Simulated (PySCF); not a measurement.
## How methods differ on the ionisation energy of Tb⁶²⁺

Tb⁶²⁺ [He] 2s1 [2s1/2^1, M_J = 1/2] → Tb⁶³⁺ 1s2, as a difference of total energies. Computed with PySCF 2.14 in an even-tempered Gaussian basis (17 s from 45 bohr⁻², ratio 2.4; 13 p from 59 bohr⁻², ratio 2.4; 5 d from 180 bohr⁻², ratio 2.6; 4 f from 270 bohr⁻², ratio 2.6), with the two-component X2C-1e Hamiltonian. Correlated levels: nothing frozen; the 32 highest virtual spinors dropped. "Screened" scales the spin-orbit matrix elements by Boettger's factors to mimic the two-electron term; Breit and QED terms are absent.

```csv
method,ionisation energy (eV)
GHF (screened spin-orbit),14737.5
GMP2 (screened spin-orbit),14737.8
```

For this ion Breit and QED terms and the two-electron picture change, all absent here, outweigh the correlation shift from GHF to GMP2.

For comparison: 14721.02 ± 0.1 eV (theoretical estimate listed by NIST; NIST Atomic Spectra Database, ionization energies).
